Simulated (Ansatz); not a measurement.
Cost and result up the ladder for Au₄ (the lowest singlet isomer of a short search) (4 atoms). Charge 0, multiplicity 1. Geometry: PBE-D4/def2-SVP.

```csv
atom,x (Å),y (Å),z (Å)
Au1,1.3004,-0.2807,-0.0209
Au2,0.4937,2.3082,-0.2887
Au3,-1.3002,0.2807,0.0216
Au4,-0.4939,-2.3082,0.2879
```

Ansatz on 4 threads of Arm Neoverse V1 on a shared host. Times are rough, and most runs start from the orbitals of an earlier one. PBE0-D4/def2-TZVPD serves as the yardstick here, not as an exact answer. Differences are given only for rows in sets of like size (and for xTB, whose basis is part of the method), since another set adds its own error. Binding counts from free atoms at the same level (Au doublet; other spins of the atoms weren't run), without zero-point energy or a counterpoise term.

In the def2 sets Au takes a core potential; there is no spin–orbit coupling. B3LYP takes the VWN-RPA correlation. HSE06 is defined as in plane-wave codes, on full-range PBE exchange. Correlated methods freeze no core orbitals; core or outer-core shells of Au are correlated, in sets that lack core-valence functions. The structure comes from a short search, and lower isomers may exist.

Run but left out: B2PLYP/def2-TZVP (restricted singlet, unstable in another Hartree–Fock run and untested here); HF/def2-TZVP, MP2/def2-TZVP, CCSD(T)/def2-SVP (restricted singlet, unstable towards broken spin symmetry).

Correlated methods converge slowly with the basis.

```csv
level,functions,wall time,binding energy per atom (eV),difference from PBE0-D4/def2-TZVPD (eV)
PBE-D4/def2-SVP,128,1.9 s,1.47,–
PBE0-D4/def2-SVP,128,2.6 s,1.29,–
PBE-D4/def2-TZVP (with forces),160,2.7 s,1.51,0.14
PBE-D4/def2-TZVPD,172,3 s,1.55,0.17
PBE0-D4/def2-TZVP,160,3.6 s,1.34,-0.04
HSE06-D4/def2-TZVP,160,3.6 s,1.34,-0.03
PBE0-D4/def2-TZVPD,172,4.1 s,1.37,0.00
B3LYP-D4/def2-TZVP,160,4.2 s,1.29,-0.08
r2SCAN-D4/def2-TZVP,160,6 s,1.53,0.16
r2SCAN-D4/def2-TZVPD,172,6.5 s,1.56,0.19
RPA@PBE/def2-TZVP,160,7.5 s,1.22,-0.16
B97M-V/def2-TZVP,160,11 s,1.43,0.05
```
